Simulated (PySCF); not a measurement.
Problem. Write Cartesian coordinates for `C=CC[SiH2]N` as optimised with PBE0-D3(BJ)/def2-SVP.

Solution. 
```xyz
14
C3H9NSi angstrom
C      2.0595   -0.0252    1.0555
C      1.1938    0.5466    0.2132
C      0.5469   -0.1106   -0.9603
Si    -1.2181   -0.6373   -0.5313
N     -2.0437    0.7060    0.1955
H      2.4031   -1.0550    0.9130
H      2.4602    0.5182    1.9149
H      0.8832    1.5817    0.4061
H      1.1066   -1.0056   -1.2789
H      0.4930    0.5811   -1.8175
H     -1.1134   -1.8671    0.3264
H     -1.9929   -0.9988   -1.7593
H     -3.0577    0.7138    0.1710
H     -1.7182    1.0404    1.0970
```

Orientation and origin are arbitrary. Atoms count from 1 in this order. Si4 (SiH2 silicon) is distorted tetrahedral (angles from 106.5° to 115.3°). The C–C distances run from 1.336 Å (C1=C2, drawn double) to 1.492 Å (C2–C3, drawn single), a spread of 0.156 Å. N5 (silicon-bound nitrogen) is pyramidal (angles 118.3°, 118.1° and 109.9°, sum 346.3°, 0.26 Å off the plane of its three neighbours).

Bonds between heavy atoms (Å): C1=C2 1.336, C2–C3 1.492, C3–Si4 1.891, Si4–N5 1.736.

Method used: PBE0-D3(BJ)/def2-SVP geometry optimisation, gas phase (PySCF).

Point group: C1 (no symmetry element, even within 0.4 Å). Stationary, but not proved a minimum. One conformer, not necessarily the lowest (C1–C2–C3–Si4 100°, C2–C3–Si4–N5 49°, C3–Si4–N5–H 158° and -66°).
